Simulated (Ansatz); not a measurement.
Mo₃P₃. Total charge 0; quartet. Geometry PBE0-D4/def2-SVP; atoms count from 1.

```xyz
6

Mo    1.100   -1.102    0.348
Mo   -0.935   -0.868    0.851
Mo   -0.462    0.714   -1.183
P    -0.306   -1.666   -1.446
P     1.325    1.319    0.379
P    -0.722    1.602    1.051
```

In the def2 sets Mo takes a core potential; there is no spin–orbit coupling. The charge 0 quartet is spin-contaminated (final ⟨S²⟩ up to 3.90, 3.75 for a pure state). At PBE0-D4/def2-TZVP a doublet of charge 0 lies 0.18 eV below the quartet, each at its own geometry. The structure comes from a short search, and lower isomers may exist.

Question: Estimate the Mulliken populations from the PBE0/def2-TZVP orbitals of Ansatz.

Answer: 
```
atom  charge (e)  spin (α − β)  d electrons
 Mo1        0.41          0.47         4.80
 Mo2        0.30          0.08         4.79
 Mo3        0.38          2.64         4.76
  P4       -0.50         -0.06            –
  P5       -0.28         -0.03            –
  P6       -0.31         -0.11            –
```
Mulliken values depend strongly on the basis.

Question: Where does the spin sit?

Answer: Summed by element: Mo 3.19, P -0.19, of 3 unpaired in all. Largest on single atoms: Mo3 2.64, Mo1 0.47, P6 -0.11.

Question: And the Mayer bond orders between heavy atoms (over 0.3)?

Answer: Mo1–Mo2 2.88 (2.11 Å); Mo1–Mo3 0.59 (2.84 Å); Mo1–P4 1.22 (2.35 Å); Mo1–P5 1.05 (2.43 Å); Mo2–Mo3 1.04 (2.62 Å); Mo2–P4 0.91 (2.51 Å); Mo2–P6 0.94 (2.49 Å); Mo3–P4 0.97 (2.40 Å); Mo3–P5 0.96 (2.45 Å); Mo3–P6 0.95 (2.42 Å); P5–P6 1.12 (2.17 Å).
